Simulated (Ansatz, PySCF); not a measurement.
Complex: HF (SMILES F) (first 2 atoms) with CH4O (SMILES CO); geometry from B3LYP-D3(BJ)/def2-TZVP, rigid monomers moved along the line of their centres of mass till H2···O4 is 1.89 Å.
(charge 0, multiplicity 1):
```xyz
8

F      0.085     0.013     0.236
H     -0.216    -0.060     1.134
C      0.508     0.402     3.760
O     -0.562    -0.157     2.986
H      0.236     0.455     4.816
H      0.667     1.410     3.382
H      1.429    -0.171     3.641
H     -0.737    -1.057     3.281
```

Counterpoise-corrected where a basis set is named; no monomer relaxation.

Cores are frozen in the correlated methods. CBS(a, b) extrapolates the correlation energy as X⁻³ and adds the Hartree–Fock energy of set b.

Codes used: Ansatz (a quantum-chemistry and plane-wave program); PySCF for the dispersion terms. Each number belongs to the level named beside it.

PBE/def2-TZVPPD gives -9.38 kcal/mol for the interaction energy.

**Question.** Predict the shift from PBE, with its sign, for: PBE-D3(BJ)/def2-TZVPPD, r2SCAN/def2-TZVPPD, B3LYP/def2-TZVPPD, wB97M-V/def2-TZVPPD, MP2/CBS(aug-cc-pVDZ, aug-cc-pVTZ), MP2/CBS(aug-cc-pVDZ, aug-cc-pVTZ) + ΔCCSD(T)/aug-cc-pVDZ.

**Answer.** PBE-D3(BJ)/def2-TZVPPD -0.52; r2SCAN/def2-TZVPPD -0.32; B3LYP/def2-TZVPPD 0.32; wB97M-V/def2-TZVPPD -0.13; MP2/CBS(aug-cc-pVDZ, aug-cc-pVTZ) 0.04; MP2/CBS(aug-cc-pVDZ, aug-cc-pVTZ) + ΔCCSD(T)/aug-cc-pVDZ 0.14 kcal/mol. 3 of 6 lie above PBE; the widest gap is to PBE-D3(BJ)/def2-TZVPPD.
